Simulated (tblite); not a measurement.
C8H7N.
Bonds: C1–C2, C2–C3 (triple), C3–C4, C4–C5 (aromatic), C5–C6 (aromatic), C6–N7 (aromatic), N7–C8 (aromatic), C8–C9 (aromatic), C4–C9 (aromatic). Hydrogens: H10, H11, H12 on C1; H13 on C5; H14 on C6; H15 on C8; H16 on C9.

Computed with GFN2-xTB (tblite), gas phase: Langevin dynamics at 200 K from the optimised GFN2-xTB geometry, time step 0.5 fs, friction 0.01 fs⁻¹, 2000 steps. The instantaneous temperature is 2·E(kin)/(3Nk) with all 3N coordinates.

```tsv
t (fs)	T (K)	E(pot) above start (eV)	C1–C2 (Å)	C2≡C3 (Å)	C3–C4 (Å)	C4–C5 (Å)	C5–C6 (Å)	C1–H10 (Å)
0	163	0.000	1.443	1.203	1.414	1.396	1.383	1.090
50	144	0.187	1.467	1.199	1.418	1.356	1.387	1.110
100	110	0.314	1.451	1.204	1.431	1.385	1.407	1.108
150	172	0.179	1.467	1.205	1.403	1.388	1.392	1.103
200	116	0.333	1.431	1.209	1.405	1.393	1.419	1.075
250	190	0.307	1.474	1.207	1.429	1.391	1.368	1.079
300	182	0.312	1.391	1.189	1.412	1.399	1.375	1.100
350	208	0.252	1.435	1.219	1.431	1.403	1.379	1.082
400	179	0.173	1.448	1.187	1.446	1.412	1.368	1.106
450	182	0.333	1.405	1.221	1.399	1.428	1.364	1.100
500	180	0.345	1.472	1.191	1.440	1.408	1.377	1.064
550	196	0.358	1.394	1.210	1.416	1.429	1.383	1.120
600	184	0.293	1.446	1.203	1.449	1.411	1.395	1.081
650	200	0.211	1.428	1.199	1.425	1.352	1.415	1.102
700	184	0.200	1.447	1.207	1.439	1.409	1.408	1.093
750	180	0.340	1.448	1.209	1.399	1.422	1.366	1.053
800	115	0.378	1.477	1.210	1.428	1.400	1.360	1.116
850	160	0.301	1.468	1.197	1.403	1.411	1.341	1.086
900	256	0.355	1.451	1.206	1.414	1.397	1.391	1.091
950	264	0.322	1.445	1.192	1.419	1.382	1.386	1.054
1000	189	0.262	1.433	1.199	1.392	1.401	1.354	1.123
```

Task: From 500 fs on, how do temperature and potential energy compare with equipartition?

Result: The mean temperature of these 11 frames is 192 K against the target 200 K, and the mean potential energy 0.31 eV against 42 × kT/2 = 0.36 eV for 42 classical harmonic modes. For 16 atoms in a canonical ensemble the temperature itself scatters by T·√(2/(3N)) = 41 K; here its standard deviation is 39 K. The whole run lasts only 10 friction times of 100 fs, so these averages carry a wide statistical error.

Task: What are the kinetic and total energies of the listed frame with the highest potential energy?

Result: The one at 800 fs, 0.378 eV above the start. Its kinetic energy is 3NkT/2 = 0.238 eV at 115 K, so the sum is 0.62 eV; over the listed frames the sum runs from 0.34 to 0.89 eV, since the thermostat adds and removes energy.

Task: How much do the listed bonds fluctuate from 500 fs on?

Result: 
```
  bond  at the start (Å)  mean (Å)  standard deviation (Å)
 C1–C2             1.443     1.446                   0.022
 C2≡C3             1.203     1.202                   0.007
 C3–C4             1.414     1.420                   0.017
 C4–C5             1.396     1.402                   0.020
 C5–C6             1.383     1.380                   0.022
C1–H10             1.090     1.089                   0.024
```

The motion is classical and holds no zero-point motion.

The cost below is that of the whole dynamics run. On Arm Neoverse V1, one thread, shared host with 32 logical CPUs at a one-minute load of 9.9, this took 11 s of wall time and 0.18 GiB of memory at its peak.
